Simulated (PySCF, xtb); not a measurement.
ethylenediamine cation (C₂H₈N₂), SMILES NCCN (connectivity only; charge and spin as stated), charge +1, multiplicity 2. The values are those of a single conformer.

Harmonic wavenumbers (cm⁻¹) from GFN2-xTB in xtb 6.7.1 at its own minimum, in rising order: 108, 308, 329, 359, 379, 514, 522, 695, 829, 866, 970, 1119, 1197, 1234, 1253, 1253, 1254, 1269, 1406, 1413, 1473, 1474, 2972, 2979, 2990, 3001, 3426, 3435, 3482, 3482.

Task: What does PBE0-D3(BJ)/def2-SVP run with PySCF 2.14.0 give at its own minimum? (An estimate is asked for; the answer gives what the named calculation found.)

Result: 125, 299, 316, 409, 456, 507, 531, 591, 809, 873, 1013, 1155, 1161, 1259, 1279, 1311, 1336, 1348, 1470, 1485, 1632, 1637, 3114, 3117, 3213, 3225, 3573, 3588, 3703, 3703. Paired by order, the mean absolute difference is 87 cm⁻¹ and the zero-point energies are 65.7 and 69.0 kcal/mol.
